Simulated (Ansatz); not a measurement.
Method: frozen-core CCSD(T)/cc-pVTZ // r2SCAN-D4/def2-TZVP in Ansatz (a program for electronic structure).

Ansatz 0.2 input:
```yaml
crystal:
  periodic: [false, false, false]
  atoms:
    - { symbol: O, position_ang: [1.317885, -0.248863, -0.000004] }
    - { symbol: Si, position_ang: [-0.004308, 0.519319, -0.000001] }
    - { symbol: H, position_ang: [-1.313577, -0.270455, 0.000005] }
basis:
  gaussian: { orbitals: cc-pVTZ }
correlation:
  method: ccsd_t
magnetization:
  spin_polarized: true
  initial_magnetization: 1
```

Output:

```
Functional definition: HF
467 factors; integrals over basis functions are off by at most 1.2e-3 eV
mean field evaluation 1: about -9910.1454 eV, gradient 3.3e1 eV
mean field evaluation 2: about -9910.1559 eV, gradient 3.3e1 eV
mean field evaluation 4: about -9914.8533 eV, gradient 2.6e0 eV
mean field evaluation 8: about -9914.9560 eV, gradient 4.3e-3 eV
mean field evaluation 16: about -9914.8370 eV, gradient 2.6e0 eV
mean field evaluation 32: about -9911.7486 eV, gradient 6.6e-2 eV
mean field evaluation 64: about -9912.8589 eV, gradient 1.7e-1 eV
mean field evaluation 96: about -9912.8593 eV, gradient 1.3e-2 eV
mean field evaluation 128: about -9912.4214 eV, gradient 2.1e0 eV
mean field evaluation 160: about -9911.6980 eV, gradient 1.4e-3 eV
mean field evaluation 192: about -9911.9709 eV, gradient 1.4e0 eV
mean field evaluation 224: about -9911.7377 eV, gradient 6.8e-1 eV
mean field evaluation 256: about -9910.7508 eV, gradient 9.0e0 eV
mean field evaluation 288: about -9911.2945 eV, gradient 1.6e0 eV
mean field evaluation 320: about -9911.8642 eV, gradient 3.7e-3 eV
mean field evaluation 352: about -9911.7647 eV, gradient 4.3e0 eV
mean field evaluation 384: about -9908.4429 eV, gradient 4.1e-3 eV
mean field evaluation 416: about -9914.8240 eV, gradient 1.1e0 eV
mean field evaluation 448: about -9911.7487 eV, gradient 1.6e-2 eV
mean field evaluation 480: about -9911.1917 eV, gradient 7.0e0 eV
mean field evaluation 512: about -9911.8638 eV, gradient 8.1e-2 eV
mean field evaluation 544: about -9914.9546 eV, gradient 1.4e-1 eV
mean field evaluation 576: about -9914.7916 eV, gradient 7.6e-1 eV
mean field evaluation 608: about -9913.0902 eV, gradient 1.5e-1 eV
mean field evaluation 640: about -9911.8642 eV, gradient 2.3e-3 eV
mean field -9914.95596142 eV, -364.3679109837 hartree, gradient 2.6e-6 eV, S^2 0.774571; 14 other end points of the search recorded, 0 dependent functions left out
determinant -9914.95596142 eV, -364.3679109837 hartree, with singles and doubles -9924.43321216 eV, -364.7161935244 hartree
determinant -9913.09234451 eV, -364.2994243255 hartree, with singles and doubles -9921.53239363 eV, -364.6095904097 hartree
determinant -9912.85929619 eV, -364.2908599576 hartree, with singles and doubles -9921.41621352 eV, -364.6053208692 hartree
determinant -9912.35067104 eV, -364.2721683281 hartree, with singles and doubles -9921.40393556 eV, -364.6048696626 hartree
determinant -9911.86418377 eV, -364.2542902509 hartree, with singles and doubles -9921.68974515 eV, -364.6153729713 hartree
determinant -9911.74866804 eV, -364.2500451260 hartree, with singles and doubles -9919.88254673 eV, -364.5489596546 hartree
determinant -9911.69801624 eV, -364.2481837065 hartree, with singles and doubles -9919.91370682 eV, -364.5501047667 hartree
6 core orbitals not correlated
reference -9914.95596142 eV, -364.3679109837 hartree; 6, 5 occupied and 66, 67 virtual orbitals, 467 factors
second order -9.24814851 eV of doubles, -0.00000000 eV of singles
cycle   1  -9.40098515 eV  change   -8.7e-1 eV  update   2.2e-2
cycle   2  -9.42946970 eV  change   -2.8e-2 eV  update   5.3e-3
cycle   3  -9.42641162 eV  change    3.1e-3 eV  update   2.8e-3
cycle   4  -9.42792096 eV  change   -1.5e-3 eV  update   1.5e-3
cycle   5  -9.42818244 eV  change   -2.6e-4 eV  update   1.1e-3
cycle   6  -9.42871722 eV  change   -5.3e-4 eV  update   5.9e-4
cycle   7  -9.42863568 eV  change    8.2e-5 eV  update   2.6e-4
cycle   8  -9.42881196 eV  change   -1.8e-4 eV  update   1.0e-4
cycle   9  -9.42873259 eV  change    7.9e-5 eV  update   4.3e-5
cycle  10  -9.42871859 eV  change    1.4e-5 eV  update   1.6e-5
cycle  11  -9.42872303 eV  change   -4.4e-6 eV  update   7.3e-6
perturbative correction -0.47474595 eV, -0.0174465918 hartree
Total energy: -9924.85943040 eV, -364.7318567558 hartree
```

Cost: around 19 core-seconds (rough).
